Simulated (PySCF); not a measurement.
# Ionisation energy of P(2+) by level of theory

P(2+) [Ne] 3s2 3p1 (2P) → P(3+) [Ne] 3s2 (1S), as a difference of total energies. All numbers are calculated (PySCF 2.14, the spin-free X2C one-electron Hamiltonian (Gaussian nucleus), in x2c-TZVPPall (5s5p3d1f, 42 functions)). Correlated levels: valence: [Ne] frozen; valence and next inner shell: 1s2 frozen. The calculations carry no spin-orbit coupling.

```
                                method  ionisation energy (eV)
                                   UHF                  29.577
                                   LDA                  30.212
                                   PBE                  30.249
                                  PBE0                  30.265
                                r2SCAN                  30.359
                               wB97M-V                  29.812
                             CAM-B3LYP                  30.288
                                 wB97X                  30.132
                               wB97X-V                  30.080
                         MP2 (valence)                  29.863
                     SCS-MP2 (valence)                  29.853
    MP2 (valence and next inner shell)                  29.875
SCS-MP2 (valence and next inner shell)                  29.859
```

Problem. How much does correlation contribute at MP2 (valence and next inner shell)?

Solution. 29.875 − (29.577) = 0.298 eV, measured against UHF.

A first-order spin-orbit estimate (lowest level to lowest level, LS coupling) adds 0.042 eV.

Errors of the correlated levels include the incompleteness of this basis and the frozen core.

For comparison: 30.203 eV (measured; NIST Atomic Spectra Database, ionization energies).
